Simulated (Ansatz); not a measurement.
`C[SiH2]OB[SiH3]` + `COCS` → `COCS[SiH3]` + `BO[SiH2]C`  (cleavage of the Si–B bond)

Calculated with Ansatz (gas phase, PBE0-D4/def2-TZVP geometries, no zero-point term in ΔE). CCSD(T)/CBS is the MP2 limit (def2-TZVPP, def2-QZVPP) plus CCSD(T) − MP2 in def2-TZVPP, frozen cores. This one scheme is used for every species. Functionals use def2-TZVPP. B3LYP here is the variant with VWN-RPA as its local correlation; programs differ in this. One conformer a species, not always the lowest.

```csv
level,ΔE (kJ/mol),difference from CCSD(T)/CBS
PBE0-D4,-75.0,6.1
B3LYP-D4,-78.2,2.9
ωB97M-V,-82.1,-1.0
B2PLYP,-79.5,1.6
PBE,-67.4,13.7
r2SCAN,-77.9,3.2
B3LYP,-73.1,8.0
HF/def2-TZVPP,-83.8,-2.7
MP2/def2-TZVPP,-89.4,-8.3
SCS-MP2/def2-TZVPP,-86.2,-5.1
CCSD/def2-TZVPP,-77.0,4.1
CCSD(T)/def2-TZVPP,-77.6,3.5
HF/def2-QZVPP,-83.8,-2.7
MP2/def2-QZVPP,-91.4,-10.3
HF/CBS(def2),-83.8,-2.7
MP2/CBS(def2),-92.8,-11.7
CCSD(T)/CBS,-81.1,0
```

Largest T1 diagnostic among the species: 0.013.

The D4 term adds −5.1 kJ/mol with B3LYP and −2.7 kJ/mol with PBE0; it sums over pairs of atoms, weighted by their polarisabilities, and B3LYP, whose exchange is more repulsive, gets the larger term. From PBE to PBE0 (25 % exact exchange), in def2-TZVPP and without D4, ΔE moves by −4.9 kJ/mol.
